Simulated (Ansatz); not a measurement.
# Reading a saddle point

A first-order saddle point of BH2BrOF2, singlet, PBE0-D4/def2-TZVP, with one imaginary mode of 920i cm⁻¹:

```json
{"atom": "B1", "x (Å)": "-0.4953", "y (Å)": "0.4288", "z (Å)": "-0.2045"}
{"atom": "O2", "x (Å)": "0.9676", "y (Å)": "0.3067", "z (Å)": "-0.0471"}
{"atom": "F3", "x (Å)": "-0.9754", "y (Å)": "0.0600", "z (Å)": "-1.3780"}
{"atom": "F4", "x (Å)": "-1.0560", "y (Å)": "1.3887", "z (Å)": "0.4916"}
{"atom": "H5", "x (Å)": "0.7495", "y (Å)": "-0.6159", "z (Å)": "0.7026"}
{"atom": "Br6", "x (Å)": "-0.5703", "y (Å)": "-1.5330", "z (Å)": "1.2873"}
{"atom": "H7", "x (Å)": "1.3799", "y (Å)": "-0.0354", "z (Å)": "-0.8520"}
```

Ansatz 0.2.0; basis: def2-TZVPP and def2-QZVPP; cores frozen in the correlated methods. Filled d shells of the heavier atoms are correlated. The def2 sets are not built for correlating such inner shells, so the correlated values are less sure here. Extrapolation: Hartree–Fock as exp(−7.88 √X), correlation as X^−2.97.

**Question.** Which contacts change along the imaginary mode, and what lies on either side? (A judgement: the text doesn't fix the answer.)

**Answer.** The calculation gives: The step is BHOF₂ ([OH][B]([F])[F]) + HBr → BBrF₂ ([F][B]([F])[Br]) + H₂O (still joined by a long B–O bond), with the molecules in contact on both sides. Shortening one way: B1–Br6, O2–H5; lengthening the same way: B1–O2, H5–Br6.
```tsv
pair	one side (Å)	saddle (Å)	other side (Å)
B1–Br6	4.49	2.47	2.01
O2–H5	2.04	1.21	0.97
B1–O2	1.35	1.48	1.69
H5–Br6	1.43	1.71	2.63
```

**Question.** Which side is lower, and how far does the saddle lie above each? (An estimate is asked for; the value comes from the calculation.)

**Answer.** The calculation gives: The side with B1–O2, H5–Br6 short is lower by 0.374 eV; the saddle lies 1.070 eV above it and 0.695 eV above the other (CCSD(T) at an estimated basis limit (MP2 extrapolated from triple and quadruple zeta, plus CCSD(T) − MP2 in triple zeta); electronic energies).

T1 diagnostic: at most 0.011.

Labels in which every atom is bracketed show which atoms are joined, not bond orders.

For scale, one of the runs: CCSD(T)/def2-TZVPP, 200 basis functions, launched by `ansatz run in.yaml --threads 4 --pin off --events-out ev --progress --plain --max-ram 9574MiB`. Time: 5.1 min of wall clock on 4 CPU threads of an AMD EPYC; the host was shared. Peak host memory: 2.8 GiB.
